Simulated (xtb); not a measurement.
HfF4, SMILES [Hf]([F])([F])([F])[F], multiplicity 1. All values are semi-empirical tight-binding results from xtb (GFN2-xTB unless named), good for trends rather than for accurate numbers. Geometry optimised at GFN2-xTB. The multiplicity is an assumed one; other spin states were not compared. The isomer is the one that the SMILES or the coordinates give; other isomers of the formula were not compared.

Optimised geometry:

```xyz
5

Hf     0.0000     0.0000     0.0000
F     -1.0515     1.0515    -1.0515
F      1.0515     1.0515     1.0515
F      1.0515    -1.0515    -1.0515
F     -1.0515    -1.0515     1.0515
```
Charge 0, spin multiplicity 1.

For metal compounds this method's bond lengths and energies can be far off.

Computed properties:
The point group as xtb finds it is Td. The orbital gap is 6.23 eV and the zero-point energy comes out as 3.9 kcal/mol. The G − E(el) at 298.15 K (modified RRHO) comes out as -15.5 kcal/mol.

Computed atomic charges and the Wiberg bond orders between heavy atoms:
charges (e) Hf1 1.34, F2 -0.34, F3 -0.34, F4 -0.34, F5 -0.34. Bond orders Hf1–F2 0.94, Hf1–F3 0.94, Hf1–F4 0.94, Hf1–F5 0.94.
